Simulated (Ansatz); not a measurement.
`Cl[SiH]1CS1` + NH₃ → `N[SiH]1CS1` + HCl at 600 K and 1 bar (ligand exchange at the Si–Cl bond).

Computed with Ansatz on PBE0-D4/def2-TZVP structures; ΔE is electronic, products minus reactants. CCSD(T)/CBS is the MP2 limit (def2-TZVPP, def2-QZVPP) plus CCSD(T) − MP2 in def2-TZVPP, frozen cores. This one scheme is used for every species. One conformer a species, not always the lowest.

```json
{"species": "`Cl[SiH]1CS1`", "CCSD(T)/CBS energy (Eh)": "-1186.53914", "H − E (kJ/mol)": "147.5", "S (J/(mol·K))": "377.7"}
{"species": "NH₃", "CCSD(T)/CBS energy (Eh)": "-56.50880", "H − E (kJ/mol)": "112.4", "S (J/(mol·K))": "219.5"}
{"species": "`N[SiH]1CS1`", "CCSD(T)/CBS energy (Eh)": "-782.65285", "H − E (kJ/mol)": "219.0", "S (J/(mol·K))": "395.8"}
{"species": "HCl", "CCSD(T)/CBS energy (Eh)": "-460.38127", "H − E (kJ/mol)": "35.4", "S (J/(mol·K))": "207.2"}
```

H − E and S are ideal-gas, rigid-rotor, harmonic terms from PBE0-D4/def2-TZVP, for one conformer and one mirror image of each species. 1 Eh = 2625.50 kJ/mol, R = 8.31446 J/(mol·K).

Problem. By hand: ΔE, ΔH, ΔS and ΔG.

Solution. ΔE = (-782.65285) + (-460.38127) − (-1186.53914) − (-56.50880) = 0.01382 Eh = 36.3 kJ/mol. Δ(H − E) = 219.0 + 35.4 − 147.5 − 112.4 = -5.5, so ΔH = 30.8 kJ/mol. ΔS = 395.8 + 207.2 − 377.7 − 219.5 = 5.8 J/(mol·K). ΔG = 30.8 − 600 × (5.8)/1000 = 27.3 kJ/mol.

Problem. By hand: the equilibrium constant, and the temperature at which ΔG would vanish if ΔH and ΔS stayed fixed.

Solution. log₁₀ K = −ΔG/(RT ln 10) = -2.4. ΔG = 0 at ΔH/ΔS = 5310 K, far beyond where these terms or the molecules hold.

The number of gas molecules stays the same, so ΔS is small and ΔH decides. A doubt of 5 kJ/mol in ΔE shifts log₁₀ K by 0.4 here. Other conformers and mirror images would add mixing entropy, several J/(mol·K) or more a flexible species. These are equilibria of isolated gas molecules and say nothing of rates. Largest T1 diagnostic: 0.011 (customary marks: 0.02 for closed shells, 0.045 for open ones).
